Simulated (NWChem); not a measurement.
A series in which one site is exchanged, each optimised at PBE0/def2-SVP with NWChem, gas phase unless a solvent is named. All stand in one matching conformer (torsions within 35°), which need not be the lowest. For some, no frequency run checked for a minimum. def2 effective core potentials on I; no spin-orbit coupling.

A: C[O][Al]([I])[Cl] (CH$_{3}$AlClIO; site = I)
B: [AlH]([Cl])[O]C (CH$_{4}$AlClO; site = H)
C: C[O][Al]([Cl])[F] (CH₃AlClFO; site = F)
D: C[O][Al]([Cl])[Cl] (CH$_{3}$AlCl$_{2}$O; site = Cl)

Rank them by static polarisability, PBE/def2-SVPD (bohr³), lowest first.

C (55.3), B (59.5), D (70.1), A (93.6)
